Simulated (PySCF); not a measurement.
F (fluorine, neutral): UHF calculation

Configuration: [He] 2s2 2p5, 2P determinant. All numbers are calculated (PySCF 2.14, the non-relativistic Hamiltonian (point nucleus), in def2-TZVP).

```
Total energy                                                  : -99.411799 hartree
One-electron energy                                           : -139.2541 hartree
Hartree (Coulomb) energy                                      : 49.8875 hartree
Exchange energy                                               : -10.0451 hartree
Kinetic energy                                                : 99.41545 hartree
⟨S²⟩                                                          : 0.7537
⟨L²⟩                                                          : 2.011
Sum of ⟨r⟩                                                    : 7.772 bohr
Sum of ⟨r²⟩                                                   : 10.20 bohr²
Traceless quadrupole moment −½Σ⟨3z² − r²⟩ along its main axis : 0.679 e·bohr²
Density at the nucleus (Gaussians lack the cusp)              : 436 bohr⁻³
Spin density at the nucleus                                   : 0.0777 bohr⁻³
Langevin diamagnetic susceptibility                           : -8.08 ×10⁻⁶ cm³/mol
Time after the integrals                                      : 0.06 s of wall time on 1 thread of Intel(R) Xeon(R) 6975P-C (shared host)
```

| shell | electrons | mean orbital energy (eV) | spread (eV) | rms radius, mean of both spins (bohr) |
| --- | --- | --- | --- | --- |
| 1s α | 1 | -718.53 | 0 | 0.204 |
| 1s β | 1 | -717.21 | 0 | 0.204 |
| 2s α | 1 | -45.457 | 0 | 1.10 |
| 2s β | 1 | -40.154 | 0 | 1.10 |
| 2p α | 3 | -20.896 | 3.083 | 1.24 |
| 2p β | 2 | -18.467 | 0 | 1.24 |
